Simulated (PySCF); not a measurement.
## How methods differ on the ionisation energy of I³⁸⁺

I³⁸⁺ [Ne] 3s2 3p3 (4S) → I³⁹⁺ [Ne] 3s2 3p2 (3P), as a difference of total energies. Calculation: PySCF 2.14, in an even-tempered Gaussian basis (18 s from 6.9 bohr⁻², ratio 2.5; 12 p from 9 bohr⁻², ratio 2.5; 4 d from 37 bohr⁻², ratio 2.7; 4 f from 55 bohr⁻², ratio 2.7); scalar relativity by spin-free X2C-1e. Correlated levels: outer shells: 1s2 frozen; virtual orbitals above 40 to 60 times the deepest correlated orbital energy dropped. The calculations carry no spin-orbit coupling.

```json
{"method": "UHF", "ionisation energy (eV)": "2714.9"}
{"method": "MP2 (outer shells)", "ionisation energy (eV)": "2715.4"}
{"method": "SCS-MP2 (outer shells)", "ionisation energy (eV)": "2715.1"}
{"method": "CCSD (outer shells)", "ionisation energy (eV)": "2715.2"}
{"method": "CCSD(T) (outer shells)", "ionisation energy (eV)": "2715.2"}
```

Spin-orbit coupling is strong in these open shells (close to jj coupling). The scalar numbers leave it out and a first-order estimate fails, so it can dominate the gap to the real levels.

Breit and QED terms and the two-electron picture change are absent.

For comparison: 2680 ± 4 eV (theoretical estimate listed by NIST; NIST Atomic Spectra Database, ionization energies).
